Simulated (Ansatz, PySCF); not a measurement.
Reaction (SMILES): C[C@H](Cl)CCCl -> C[C@H](Cl)C[CH]Cl + H atom (the C-H bond at the site shown breaks; other sites are not compared here)
Structures are relaxed separately at B3LYP-D3(BJ)/def2-TZVP in Ansatz (a first-principles code), one conformer each, not searched for the lowest. Frequencies are from PySCF.
Geometry of the first species:
```xyz
14

C     -2.3265     0.7480     0.5144
C     -0.9958     0.2045     0.0361
C      0.1046     0.3336     1.0767
C      1.4816    -0.1025     0.6208
Cl     2.1038     0.9384    -0.7235
Cl    -1.1968    -1.5530    -0.4249
H     -2.2255     1.8138     0.7343
H     -3.0951     0.6250    -0.2470
H     -2.6534     0.2373     1.4212
H     -0.6912     0.6879    -0.8893
H     -0.1643    -0.2606     1.9556
H      0.1448     1.3798     1.3929
H      1.4753    -1.1200     0.2408
H      2.2061    -0.0175     1.4261
```
Charge 0, spin multiplicity 1.

Wanted: bond dissociation energy (enthalpy at 298 K, with B3LYP-D3(BJ) rigid-rotor harmonic-oscillator terms), in kcal/mol. Cores are frozen in the correlated levels unless marked. Open shells are spin-unrestricted. No spin-orbit coupling. No relativistic terms. CBS marks a two-point X^-3 extrapolation of the correlation energy; Hartree-Fock from the larger set.

```tsv
level	program	bond dissociation energy (kcal/mol)
SVWN5/def2-TZVPD	Ansatz	___
revPBE/def2-TZVPD	Ansatz	___
PBE0/def2-SVP	Ansatz	93.4
B2GP-PLYP-D3(BJ)/def2-TZVPD	Ansatz + dftd3	95.6
B2GP-PLYP/def2-TZVPD	Ansatz	95.4
CCSD(T)/CBS(cc-pV(T+d)Z,cc-pV(Q+d)Z)	Ansatz	98.5
```

### Question
What belongs in the gaps?

### Answer

- SVWN5/def2-TZVPD, bond dissociation energy (kcal/mol): 103.3
- revPBE/def2-TZVPD, bond dissociation energy (kcal/mol): 90.1
